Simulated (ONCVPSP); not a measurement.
Tb (Z = 65) ONCV: all-electron and pseudo phase curves

ONCVPSP 4.0.1 input, shortened (lines: element, Z, core and valence counts, functional; n l f; lmax; l rc ep ncon nbas qcut; lloc lpopt rc5 dvloc0; l nproj debl; icmod fcfact rcfact), PBE, non-relativistic:

```
  Tb 65.00    8    6        4      upf
    1    0    2.00
    2    0    2.00
    2    1    6.00
    3    0    2.00
    3    1    6.00
    3    2   10.00
    4    0    2.00
    4    1    6.00
    4    2   10.00
    4    3    9.00
    5    0    2.00
    5    1    6.00
    6    0    1.75
    6    1    0.25
    3
    0    1.90    0.00    4    8    5.00
    1    2.95    0.00    4    7    5.70
    2    0.60    0.00    5   10   14.70
    3    1.45    0.00    4    8   11.40
    4    5    0.45    6.00
    0    2    3.90
    1    2    2.60
    2    2    2.80
    3    2    2.70
    0    0.00    0.00
```

In the d channel the program set the typed energies aside and used -5.483, 0.250 Ha.

The phase is arctan(r·R′/R) of the radial function R(r), unwrapped; energies in Ha, scanned from -7 to 5 Ha. A pole is an energy at which the radial function vanishes at the test radius. The pseudo phase is shifted by a multiple of π to meet the all-electron one at the reference energy, and phase errors are pseudo minus all-electron; the curves can meet again beyond the range given. Levels narrower than the energy grid can be missing from the lists of poles. Where the grid stepped over a known ghost or core level, its pole and its step of π were put in at the level’s energy.

| channel | radius (bohr) | reference energy (Ha) | poles, all-electron | poles, pseudo | unbroken range about the reference energy with phases within 0.05 rad | phase error 1 Ha above the reference energy (rad) |
| --- | --- | --- | --- | --- | --- | --- |
| s | 1.93 | -0.13 | -0.78 | -6.19, -0.78 | above -6.2 | -0.000 |
| p | 3.00 | -0.05 | -0.82, 1.80 | -0.82, 1.73, 2.95 | below 2.2 | -0.003 |
| d | 0.61 | -5.48 | none | none | the whole range | -0.000 |
| f | 1.47 | -0.26 | 0.12 | 0.12 | the whole range | -0.002 |

Note: ghosts flagged at negative energy: s at -1568.2 eV, s at -168.5 eV, p at -773.8 eV; GHOST(+) flagged for p at 72.4 eV. A true bound ghost makes a file unfit for plane-wave use.

Phases in the s channel:

| E (Ha) | all-electron | pseudo |
| --- | --- | --- |
| -6.96 | 1.385 | 4.526 |
| -6.64 | 1.378 | 4.519 |
| -6.32 | 1.370 | 4.509 |
| -6.00 | 1.361 | 1.363 |
| -5.68 | 1.351 | 1.351 |
| -5.36 | 1.339 | 1.339 |
| -5.04 | 1.325 | 1.325 |
| -4.72 | 1.308 | 1.308 |
| -4.40 | 1.287 | 1.287 |
| -4.08 | 1.261 | 1.261 |
| -3.76 | 1.225 | 1.226 |
| -3.44 | 1.176 | 1.176 |
| -3.12 | 1.100 | 1.100 |
| -2.80 | 0.968 | 0.968 |
| -2.48 | 0.689 | 0.689 |
| -2.16 | -0.003 | -0.003 |
| -1.84 | -0.875 | -0.875 |
| -1.52 | -1.270 | -1.270 |
| -1.20 | -1.446 | -1.446 |
| -0.88 | -1.547 | -1.547 |
| -0.56 | -1.617 | -1.617 |
| -0.24 | -1.674 | -1.674 |
| 0.08 | -1.728 | -1.728 |
| 0.40 | -1.785 | -1.785 |
| 0.72 | -1.853 | -1.853 |
| 1.04 | -1.944 | -1.944 |
| 1.36 | -2.080 | -2.080 |
| 1.68 | -2.314 | -2.315 |
| 2.00 | -2.755 | -2.758 |
| 2.32 | -3.413 | -3.419 |
| 2.64 | -3.922 | -3.927 |
| 2.96 | -4.193 | -4.197 |
| 3.28 | -4.342 | -4.345 |
| 3.60 | -4.434 | -4.437 |
| 3.92 | -4.497 | -4.500 |
| 4.24 | -4.542 | -4.545 |
| 4.56 | -4.577 | -4.581 |
| 4.88 | -4.605 | -4.609 |
